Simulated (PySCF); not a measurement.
N-methylbuta-2,3-dien-1-amine (C₅H₉N), SMILES N(CC=C=C)C. Atoms are numbered in the order given.

```xyz
15

C      3.0553     0.6389     0.2733
C      1.9221    -0.0137     0.2358
C      0.7858    -0.6643     0.1899
C     -0.4389    -0.1975    -0.5440
N     -1.5830    -0.1743     0.3365
C     -2.8133     0.2054    -0.3095
H      3.2640     1.3723     1.0598
H      3.8338     0.4709    -0.4787
H      0.6905    -1.6153     0.7301
H     -0.2270     0.7761    -1.0385
H     -0.6565    -0.9132    -1.3594
H     -1.3900     0.4368     1.1267
H     -2.7815     1.1895    -0.8280
H     -3.0871    -0.5483    -1.0666
H     -3.6310     0.2380     0.4260
```
Charge 0, spin multiplicity 1.

The structure is a stationary point at PBE0-D3(BJ)/def2-SVP. The values are those of a single conformer.

Computed with PySCF with SMD-ωB97X/def2-SVP.

Solvation free energies are E(SMD) − E(gas) at the gas-phase geometry, for 1 M in both phases. In vacuum the dipole moment is 0.91 D.

| solvent | ΔG(solv) (kcal/mol) | its non-electrostatic (CDS) part | dipole (D) |
|---|---|---|---|
| water | -2.5 | 2.2 | 1.21 |
| 1-octanol | -4.0 | 0.0 | 1.15 |
| n-hexane | (withheld) | (withheld) | (withheld) |

Problem. Complete the blanks. (An estimate is asked for; the answer gives what the named calculation found.)

Solution. 
- n-hexane, ΔG(solv) (kcal/mol): -3.6
- n-hexane, its non-electrostatic (CDS) part: -1.9
- n-hexane, dipole (D): 1.00
